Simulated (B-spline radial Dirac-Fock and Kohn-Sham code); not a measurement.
# Two-hole binding energies of Te⁴⁺

System: tellurium as Te⁴⁺, configuration [Kr] 4d10 5s2.

Model: Dirac-Fock ΔSCF + Breit + QED. Program: a B-spline atomic structure program. U is the two-hole binding energy less the two single-hole energies, the effective repulsion of the holes after relaxation. Each two-hole energy is an average over J within one jj subconfiguration.

```
          holes  E(a) (eV)  E(b) (eV)  E(ab) (eV)  U (eV)
           1s⁻²    31869.2    31869.2     64586.9   848.6
   1s⁻¹ 3p1/2⁻¹    31869.2      928.7     32872.6    74.7
   1s⁻¹ 3d3/2⁻¹    31869.2      638.4     32573.2    65.6
        2p1/2⁻²     4669.3     4669.3      9513.9   175.2
        2p3/2⁻²     4398.4     4398.4           ?       ?
   2p1/2⁻¹ 3s⁻¹     4669.3     1065.6      5795.9    61.0
   2s⁻¹ 3d3/2⁻¹     5001.9      638.4      5706.0    65.7
2p1/2⁻¹ 3p3/2⁻¹     4669.3      877.1      5609.2    62.8
2p1/2⁻¹ 3d3/2⁻¹     4669.3      638.4      5371.8    64.1
        3d3/2⁻²      638.4      638.4      1329.3    52.5
3d3/2⁻¹ 3d5/2⁻¹      638.4      628.0      1319.5    53.2
        4d3/2⁻²      94.56      94.56       209.9    20.8
4d3/2⁻¹ 4d5/2⁻¹      94.56      93.09       208.7    21.0
        4d5/2⁻²      93.09      93.09       207.0    20.8
```

Q: Give the missing two-hole energy and U.

A: E(ab) = 8953.2 eV and U = 156.4 eV.

Values without a named source are computed, but for edge energies of neutral atoms, which are taken from tables.
